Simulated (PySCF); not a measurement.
Predicted microwave data (PySCF 2.14.0, PBE0-D3(BJ)/def2-SVP geometry optimisation, gas phase) for one isomer of C5H8Si:

- Rotational constants: A = 6403, B = 1598, C = 1374 MHz
- Dipole components: |μa| = 0.62 D, |μb| = 0.28 D, |μc| = 0.01 D
- Inertial defect: -27.29 u·Å²
- κ: -0.91

Problem. Which candidate fits, each taken in the one conformer that was computed?
A. `[CH2:1]=[C:2]=[C:3]=[CH:4][CH2:5][SiH3:6]` with C3–C4–C5–Si6 102°
B. `[CH:1]#[C:2][CH2:3][SiH:4]1[CH2:5][CH2:6]1` with C2–C3–Si4–C5 152°
C. `[CH:1]#[C:2][CH2:3][C@@H:4]1[CH2:5][SiH2:6]1` with C2–C3–C4–C5 164°
D. `[SiH3:1][CH2:2][CH:3]=[C:4]1[CH:5]=[CH:6]1` with Si1–C2–C3–C4 103°
E. `[CH:1]#[C:2][C@H:3]1[CH2:4][CH2:5][SiH2:6]1` with C2–C3–C4–C5 150°, C3–C4–C5–Si6 -24°, C4–C5–Si6–C3 20°, C2–C3–Si6–C5 -142°

Solution. C. It is C#CC[C@@H]1C[SiH2]1, a near-prolate asymmetric top, point group C1. The candidates at the same level (rigid rotor, commonest isotopes):

| SMILES | A (MHz) | B (MHz) | C (MHz) | μa (D) | μb (D) | μc (D) | Δ (u·Å²) | point group | rotor |
| --- | --- | --- | --- | --- | --- | --- | --- | --- | --- |
| [SiH3]CC=C1C=C1 | 8336 | 1263 | 1227 | 2.46 | 0.50 | 0.45 | -48.87 | C1 | near-prolate asymmetric top |
| C#CC[C@@H]1C[SiH2]1 | 6403 | 1598 | 1374 | 0.62 | 0.28 | 0.01 | -27.29 | C1 | near-prolate asymmetric top |
| C#C[C@H]1CC[SiH2]1 | 5993 | 1953 | 1596 | 1.10 | 0.33 | 0.17 | -26.46 | C1 | asymmetric top |
| C#CC[SiH]1CC1 | 8163 | 1454 | 1380 | 0.33 | 0.45 | 0.24 | -43.19 | C1 | near-prolate asymmetric top |
| C=C=C=CC[SiH3] | 8738 | 1033 | 978.2 | 0.37 | 0.39 | 0.34 | -30.59 | C1 | near-prolate asymmetric top |

`[SiH3]CC=C1C=C1` has A 30 % too high; `C#C[C@H]1CC[SiH2]1` has B 22 % too high; `C=C=C=CC[SiH3]` has A 36 % too high; `C#CC[SiH]1CC1` has A 27 % too high. No structure here is proved a minimum.
